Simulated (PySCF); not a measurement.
**TcO₃⁻, triplet: data card**

These are results of UPBE0/[Tc def2-SVPD with ECP28, O def2-SVPD], scalar-relativistic core potentials, density fitting, no spin–orbit coupling, PySCF, not measurements.

The structure is a minimum.

```xyz
4
charge -1 multiplicity 3, angstrom
Tc    0.0000    0.0000   -0.0323
O     0.0000    0.0000    1.7242
O     1.5574    0.0000   -0.7621
O    -1.5574    0.0000   -0.7621
```

* Point group: C2v
* Bond lengths: Tc–O 1.720 Å (×2), Tc–O 1.757 Å
* Bond angles: O–Tc–O 115.1° (×2), O–Tc–O 129.8°
* Rotational constants: 0.2545, 0.2173, 0.1172 cm⁻¹
* Spin squared ⟨S²⟩: 2.012
* Lowest empty level (β): 1.74 eV
* Entropy at 298.15 K and 1 bar (electronic part: spin only): 317.1 J/(mol K)
* Enthalpy at 298.15 K above 0 K: 15.38 kJ/mol
* Principal quadrupole moments (Buckingham, traceless) about the centre of mass: -7.77, -6.52, 14.28 D Å
* Heat capacity Cp at 298.15 K: 63.2 J/(mol K)
* Rotational symmetry number: 2
* Dipole moment about the centre of mass: 1.17 D
* Zero-point energy: 18.7 kJ/mol
* Principal polarisabilities: 44.4, 61.7, 72.3 bohr³
* Highest occupied level (α): -0.61 eV

Harmonic modes (masses in u: Tc 98.907, O 15.995):
| symmetry | ω (cm⁻¹) | IR (km/mol) | μ (u) |
| --- | --- | --- | --- |
| b1 | 70 | 41.5 | 21.99 |
| b2 | 125 | 90.2 | 18.18 |
| a1 | 299 | 1.7 | 17.79 |
| b2 | 834 | 723 | 18.88 |
| a1 | 873 | 254 | 19.05 |
| a1 | 931 | 37.1 | 16.20 |

In C2v the vibrations span b1 + 2b2 + 3a1. Here b1 is antisymmetric to the molecular plane and b2 lies in it.

Charges (e); Mulliken and Löwdin values are unreliable with diffuse functions:
```tsv
atom	Mulliken	Löwdin	polar tensor	spin (Mulliken)	Mayer order to Tc1
Tc1	1.99	1.03	2.19	1.78	–
O2	-1.01	-0.71	-1.01	0.32	1.18
O3,4	-0.99	-0.66	-1.09	-0.05	1.19
```

Mulliken populations on Tc1 (electrons outside its core potential): s 2.32, p 5.86, d 4.76, f 0.07.

Formally Tc is in oxidation state +5, d2, with 2 unpaired electrons (the high-spin count). The Mulliken spin on Tc is 1.78. The polar-tensor charge on Tc, 2.19, is far below the formal one.

Other isomers or separated fragments may lie lower. With open d or f shells other occupations or spin states may lie lower. The lowest empty level of this anion is unbound, so it and the gap depend on the basis. At this level a singlet minimum of D3h symmetry lies 74 kJ/mol below this structure.

The final relaxation and frequency run took about 3 core-minutes on a shared host.
